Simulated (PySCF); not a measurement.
# Which determinant of NaSe lies lowest?

Unrestricted PBE0; PySCF, no relativity, basis sets Na def2-SVPD, Se def2-SVPD. Outer shells of the fragments: Na 3s1; Se 3d10 4s2 4p4.

Followed along the bond (rough minima from three points):

```csv
2Ms+1,unpaired,⟨S²⟩ at the start,R at minimum (Å),Te (eV)
2,π ↑,0.75,2.63,0.00
2,σ ↑,0.75,2.57,0.65
4,"σ ↑, π ↑↑",3.75,none in the scan,≤ 2.48
```

Solutions found at the starting distance of 2.690 Å, counted from the lowest of them; the search is not exhaustive and high or unbound solutions are not listed, so other states can lie among these:

```
2Ms+1   unpaired   term  E (eV)  ⟨S²⟩  ⟨Lz²⟩  μ (D)
    2        π ↑     ²Π    0.00  0.75   1.01  -8.77
    2        σ ↑    ²Σ⁺    0.67  0.75   0.00  -9.54
    4  σ ↑, π ↑↑    ⁴Σ⁻    2.62  3.75   0.00   3.11
    2  σ ↓, π ↑↑  mixed    2.68  1.75   0.00   3.52
    4  σ ↑↑, π ↑     ⁴Π    3.02  3.75   1.01   3.00
    2  σ ↑, π ↑↓  mixed    3.06  1.76   2.01   3.29
```

A term symbol is given only where ⟨S²⟩ and ⟨Lz²⟩ are close to those of a pure state; real π, δ and φ orbitals otherwise mix terms. A positive dipole means Na(−)Se(+).

Spin–orbit coupling is left out. Counting both spins, an empty level lies below a filled one in some of these solutions, because spin and occupation are held.
